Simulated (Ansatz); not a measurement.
The same path of Cl4Ge + HO (7 atoms, charge 0, multiplicity 2) was run twice with different band settings. Lost on the way: Ge1–Cl2. Made: Cl2–O6.

These are results of UHF/def2-SVP in Ansatz, not measurements.

Relaxed end points:

```xyz
7
Properties=species:S:1:pos:R:3
Ge 0.053 0.084 -0.167
Cl 0.278 0.444 1.917
Cl 1.968 -0.059 -1.069
Cl -1.034 1.681 -1.045
Cl -1.004 -1.737 -0.449
O -0.223 -0.346 5.427
H -0.549 -0.868 4.694
```

```xyz
7
Properties=species:S:1:pos:R:3
Ge -0.398 0.430 0.095
Cl 1.106 0.108 4.295
Cl 1.720 0.098 -0.106
Cl -1.142 1.159 -1.799
Cl -1.339 -1.490 0.452
O -0.085 -0.102 3.145
H -0.375 -1.004 3.226
```

Common settings: movable images 5; climbing image yes; spring 5.0 eV/Å²; optimiser quadratic models (default); start path through a guess of the saddle point; iteration limit 60; end points relaxed.

| run | force threshold |
| --- | --- |
| 1 | 0.05 eV/Å |
| 2 | 0.2 eV/Å |

**Question.** What does each run give, and how far can it be trusted?

**Answer.** Run 1: converged after 36 iterations, highest image 2.506 eV above the first end. A structure lower than the first end lies on the path between it and the top, so the climb from that side starts below the end, which may itself be a saddle point or a shallow side well. Neighbouring images differ by up to 2.2 eV, so the band resolves the path poorly. A vibrational analysis at the climbing image gives no mode beyond 40i cm⁻¹: the surface is too flat there to confirm a saddle point.
Run 2: converged after 26 iterations, highest image 2.982 eV above the first end. The threshold of 0.2 eV/Å is loose, so the images may lie well off the minimum-energy path. A structure lower than the first end lies on the path between it and the top, so the climb from that side starts below the end, which may itself be a saddle point or a shallow side well. Neighbouring images differ by up to 3.0 eV, so the band resolves the path poorly. The order of the point at the top wasn't checked.
